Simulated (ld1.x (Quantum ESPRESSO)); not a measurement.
## Co (Z = 27): from the effect back to the setting (PAW)

Base potential:

```json
{
  "Element": "Co (Z = 27)",
  "Generator": "ld1.x (Quantum ESPRESSO) 7.5",
  "Type": "PAW",
  "Functional": "PBE",
  "Relativity": "scalar-relativistic",
  "Frozen core": "[Ar]",
  "Valence charge": "9",
  "Reference configuration": "3d7 4s2 4p0",
  "Partial waves": "4s (bound): rcut 1.75, rcutus 2.15 bohr; 4s channel at 1.05 Ry: rcut 1.75, rcutus 2.15 bohr; 4p (bound, empty): rcut 2.35, rcutus 2.90 bohr; 4p channel at 4.65 Ry: rcut 2.35, rcutus 2.90 bohr; 3d (bound): rcut 1.40, rcutus 1.90 bohr; 3d channel at -0.25 Ry: rcut 1.40, rcutus 1.90 bohr",
  "Local potential": "all-electron potential smoothed inside 1.65 bohr (lloc = -1)",
  "Core correction": "Bessel-smoothed model core, default radius (core density twice the valence density)",
  "Augmentation charge": "PSQ, inside the norm-conserving radii"
}
```

Cutoffs, loose and tight: the cutoffs (Ry, on a coarse ladder) from which the occupation-weighted sum of valence levels, in a spherical-Bessel basis at the reference potential, stays within 10 and 1 mRy of its value at 400 Ry. They do not see the model core or the augmentation charge, which bear on the density cutoff. Test errors are all-electron minus pseudo excitation energies from the reference, over the configurations 3d7 4s1 4p0; 3d7 4s0 4p0; 3d6 4s0 4p0; 3d8 4s1 4p0; 3d8 4s0 4p0; 3d6 4s2 4p1; 3d7.5 4s1.5 4p0; variants that change the core or the reference have their own tests.

Only the scale of all radii but the core radius (base = 1) is moved (2 further runs of the sweep failed or gave no value and are left out):

```csv
scale of all radii but the core radius (base = 1),"cutoff, loose","cutoff, tight",bound ghosts,largest test error (meV)
0.9,35 Ry,55 Ry,s,"-257 over the solved tests; test run stopped at test 7 of 7 (negative rho), 1 before it not solved"
0.97,35 Ry,50 Ry,none,-266 over the solved tests; 1 of 7 tests not solved or not reliable
1.09,25 Ry,40 Ry,none,-306
1.13,21 Ry,35 Ry,none,test run stopped at test 2 of 7 (negative rho)
1.32,15 Ry,25 Ry,none,"test run stopped at test 4 of 7 (negative rho), 2 before it not solved"
1.4,12 Ry,18 Ry,none,"test run stopped at test 4 of 7 (negative rho), 2 before it not solved"
```

Question: One more run gave cutoff, loose: 18 Ry; cutoff, tight: 30 Ry; bound ghosts: none; largest test error (meV): -250 over the solved tests; 4 of 7 tests not solved or not reliable. Which value of the scale of all radii but the core radius (base = 1) was used?

Answer: 1.23. The tight cutoff moves one way along this sweep, from 55 Ry at 0.9 to 18 Ry at 1.4, which places the run between 1.13 and 1.32.
